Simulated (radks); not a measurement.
Results of a calculation; reference values are marked as such.
Task: Ionisation of Sb36+, [Ne] 3s2 3p3, to Sb37+, [Ne] 3s2 3p2, under several functionals. Scalar-relativistic Kohn-Sham, spin-polarised, spherical densities, finite nucleus; open shells are filled with parallel spins first (spin-orbit coupling, left out, can overturn this in heavy ions); a radial shooting solver on a logarithmic mesh with Libxc functionals. Known Delta-SCF values: LDA (Slater exchange, Perdew-Zunger correlation) 2458.3 eV; MS2 meta-GGA 2460.9 eV. What does exchange-only LDA give, and what is its highest occupied eigenvalue?

Result: 2456.1 eV by Delta-SCF; the 3p eigenvalue is -2417.7 eV. NIST: 2428 eV (theoretical).
